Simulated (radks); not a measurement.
Results of a calculation; reference values are marked as such.
All-electron atom: Dy+ in [Xe] 4f10 6s0.5 6p0.5 (fractional occupations, a model configuration).

Code: a radial shooting solver on a logarithmic mesh with Libxc functionals. Model: non-relativistic Kohn-Sham, LDA (Slater exchange, Perdew-Wang correlation), spin-polarised, spherical densities, point nucleus; open shells are filled with parallel spins first (spin-orbit coupling, left out, can overturn this in heavy ions); relativity is left out, which matters for an element this heavy.

Energy parts (hartree):
part                       energy
total                 -11637.6843
kinetic                11632.9016
electron-nucleus      -27647.0612
Hartree                 4621.9066
exchange-correlation    -245.4313

Orbitals (lengths in bohr, moments of r in powers of bohr; r(90%) holds 90 % of the orbital's charge):
orbital,occ.,eigenvalue (hartree),r(90%)
1s up,1,-1843.469,0.0409
1s down,1,-1843.469,0.0409
2s up,1,-295.5829,0.150
2s down,1,-295.5788,0.150
2p up,3,-281.7981,0.134
2p down,3,-281.7955,0.134
3s up,1,-65.57163,0.367
3s down,1,-65.49851,0.367
3p up,3,-59.36119,0.360
3p down,3,-59.29419,0.359
3d up,5,-47.74756,0.331
3d down,5,-47.69807,0.331
4s up,1,-12.85226,0.814
4s down,1,-12.72532,0.814
4p up,3,-10.39480,0.842
4p down,3,-10.26886,0.843
4d up,5,-5.98643,0.919
4d down,5,-5.86270,0.921
5s up,1,-1.82042,2.02
5s down,1,-1.76769,2.04
5p up,3,-1.17002,2.33
5p down,3,-1.12743,2.36
4f up,7,-0.56009,1.41
4f down,3,-0.45101,1.47
6s up,0.5,-0.33400,5.61
6s down,0,-0.30335,5.73
6p up,0.5,-0.22567,6.85
6p down,0,-0.19800,7.21

The highest occupied level is 6p up at -6.141 eV. The configuration is held as typed, so some empty levels lie below it. The density falls to 0.001 e/bohr^3 at r = 4.56 bohr. Spin moment in Bohr magnetons: 5.
